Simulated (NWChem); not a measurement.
System: C2H6AlFO; SMILES CC[O][AlH][F]

Here is an NWChem input.

```
start job
memory heap 200 mb stack 900 mb global 1100 mb
geometry units angstroms noautoz
  Al    -0.541762    -1.156757     0.051091
  H     -1.646777    -2.068445    -0.578455
  F      0.351442    -1.707149     1.343109
  O     -0.248916     0.373425    -0.583153
  C      0.524606     1.521730    -0.401368
  C     -0.287221     2.642395     0.215178
  H      1.407680     1.309206     0.230903
  H      0.911130     1.843464    -1.385526
  H     -0.650188     2.358624     1.215685
  H      0.319679     3.555223     0.318153
  H     -1.161108     2.876183    -0.411600
end
basis spherical
  Al library def2-svp
  H library def2-svp
  F library def2-svp
  O library def2-svp
  C library def2-svp
end
dft
  xc m06-2x
  iterations 150
  mulliken
end
task dft gradient
```

Output (shortened):

```
             Northwest Computational Chemistry Package (NWChem) 7.3.0
             --------------------------------------------------------

 C1  symmetry detected

                             Geometry "geometry" -> ""
                             -------------------------

 Output coordinates in angstroms (scale by  1.889725989 to convert to a.u.)

  No.       Tag          Charge          X              Y              Z
 ---- ---------------- ---------- -------------- -------------- --------------
    1 Al                  13.0000    -0.52270621     1.27148618    -0.15595864
    2 H                    1.0000    -1.77765432     2.04819816    -0.67594428
    3 F                    9.0000     0.92127855     2.07236241     0.05275293
    4 O                    8.0000    -0.63460362    -0.36825919     0.20208507
    5 C                    6.0000     0.11696970    -1.46667961     0.62469193
    6 C                    6.0000     0.42426345    -2.40148546    -0.52717206
    7 H                    1.0000     1.06039500    -1.14141814     1.10313361
    8 H                    1.0000    -0.45822242    -2.00866531     1.39727595
    9 H                    1.0000     1.03198898    -1.89346587    -1.29259420
   10 H                    1.0000     0.98265970    -3.28368206    -0.17773080
   11 H                    1.0000    -0.50606303    -2.74648482    -1.00325406

 Effective nuclear repulsion energy (a.u.)     220.0767080812

                                 NWChem DFT Module
                                 -----------------

 Summary of "ao basis" -> "ao basis" (spherical)
 ------------------------------------------------------------------------------
       Tag                 Description            Shells   Functions and Types
 ---------------- ------------------------------  ------  ---------------------
 Al                         def2-svp                 8       18   4s3p1d
 H                          def2-svp                 3        5   2s1p
 F                          def2-svp                 6       14   3s2p1d
 O                          def2-svp                 6       14   3s2p1d
 C                          def2-svp                 6       14   3s2p1d

            General Information
            -------------------
          SCF calculation type: DFT
          Wavefunction type:  closed shell.
          No. of atoms     :    11
          No. of electrons :    48
           Alpha electrons :    24
            Beta electrons :    24
          Charge           :     0
          Spin multiplicity:     1
          Use of symmetry is: off; symmetry adaption is: off
          Maximum number of iterations: 150
          AO basis - number of functions:   104
                     number of shells:    50
          Convergence on energy requested:  1.00D-06
          Convergence on density requested:  1.00D-05
          Convergence on gradient requested:  5.00D-04

              XC Information
              --------------
                       M06-2X Method XC Functional
                     Hartree-Fock (Exact) Exchange  0.540
                        M06-2X Exchange Functional  1.000
                      M06-2X Correlation Potential  1.000

             Grid Information
             ----------------
          Grid used for XC integration:  medium
          Radial quadrature: Mura-Knowles
          Angular quadrature: Lebedev.
          Tag              B.-S. Rad. Rad. Pts. Rad. Cut. Ang. Pts.
          ---              ---------- --------- --------- ---------
          Al                  1.25       88          12.0       590
          H                   0.35       45          14.0       434
          F                   0.50       49          13.0       434
          O                   0.60       49          10.0       434
          C                   0.70       49          12.0       434
          Grid pruning is: on
          Number of quadrature shells:   554
          Spatial weights used:  Erf1

      Superposition of Atomic Density Guess
      -------------------------------------

 Sum of atomic energies:        -494.02037756

      Non-variational initial energy
      ------------------------------

 Total energy =    -495.884513
 1-e energy   =   -1119.615094
 2-e energy   =     403.653874
 HOMO         =      -0.371157
 LUMO         =       0.000769

     ---------------------------------------------
      Total Density - Mulliken Population Analysis
     ---------------------------------------------

[...]

                         DFT ENERGY GRADIENTS

    atom               coordinates                        gradient
                 x          y          z           x          y          z
   1 Al     -0.987772   2.402760  -0.294719   -0.000315  -0.000482  -0.000019
   2 H      -3.359280   3.870533  -1.277349   -0.002822   0.001404  -0.001058
   3 F       1.740964   3.916197   0.099689    0.003541   0.002295   0.000439
   4 O      -1.199227  -0.695909   0.381885    0.000649  -0.004035   0.001768
   5 C       0.221041  -2.771623   1.180497   -0.001485   0.001129  -0.004558
   6 C       0.801742  -4.538149  -0.996211   -0.000663   0.002229   0.003065
   7 H       2.003856  -2.156968   2.084620    0.000995  -0.000070   0.000840
   8 H      -0.865915  -3.795827   2.640469   -0.000502  -0.000738   0.001156
   9 H       1.950176  -3.578132  -2.442649    0.000685   0.000129  -0.001016
  10 H       1.856958  -6.205259  -0.335863    0.000653  -0.001160   0.000167
  11 H      -0.956320  -5.190104  -1.895875   -0.000736  -0.000703  -0.000784
```

Level: M06-2X/def2-SVP. Coordinates come from a PBE0/def2-SVP optimisation.
